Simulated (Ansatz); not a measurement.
# H12Si5: where a starting geometry ends

The starting geometry of this gas-phase singlet was optimised with GFN2-xTB; its bonds are those of `[SiH3][SiH2][SiH]([SiH3])[SiH3]`.

```xyz
17

Si   -0.1040    0.8726   -3.1015
Si   -0.5046    2.1860   -1.2437
Si   -0.0819    1.0915    0.7828
Si   -1.5002   -0.7261    1.0910
Si    2.1604    0.5084    0.9917
H     1.2930    0.4314   -3.1363
H    -0.9233   -0.3421   -3.0646
H    -0.3690    1.5090   -4.3926
H    -1.8895    2.6857   -1.2747
H     0.2890    3.4237   -1.3294
H    -0.3742    2.0439    1.8806
H    -1.2985   -1.4242    2.3622
H    -1.2829   -1.7192    0.0356
H    -2.9202   -0.3721    1.0382
H     2.4890   -0.1309    2.2674
H     3.0719    1.6468    0.8587
H     2.5342   -0.4441   -0.0576
```

Problem. Predict what becomes of its bonds when it is optimised with PBE-D3(BJ)/def2-SVP.

Solution. It keeps its bonds, and is `[SiH3][SiH2][SiH]([SiH3])[SiH3]`.

The energy falls by 0.28 eV over 8 steps:

| step | E − E(last) (eV) |
| --- | --- |
| 1 | 0.276 |
| 2 | 0.037 |
| 3 | 0.005 |
| 4 | 0.002 |
| 5 | 0.001 |
| 6 | 0.000 |
| 7 | 0.000 |
| 8 | 0.000 |

Final geometry (Å):

```xyz
17

Si   -0.0671    0.7810   -2.9530
Si   -0.5357    2.2731   -1.1943
Si   -0.1104    1.1837    0.8485
Si   -1.4849   -0.7205    0.9923
Si    2.1408    0.5005    0.8885
H     1.3760    0.3573   -2.8864
H    -0.9322   -0.4443   -2.8223
H    -0.3249    1.4164   -4.2931
H    -1.9790    2.7051   -1.2651
H     0.3337    3.4987   -1.3232
H    -0.3872    2.1041    2.0127
H    -1.2659   -1.4409    2.2963
H    -1.1442   -1.6560   -0.1373
H    -2.9384   -0.3426    0.8823
H     2.4711   -0.1759    2.1926
H     3.0622    1.6769    0.7025
H     2.3752   -0.4763   -0.2331
```

The end wasn't checked by frequencies. Run with Ansatz 0.2.0, 58 s on 2 threads of AMD EPYC (Zen 3), on a shared host.
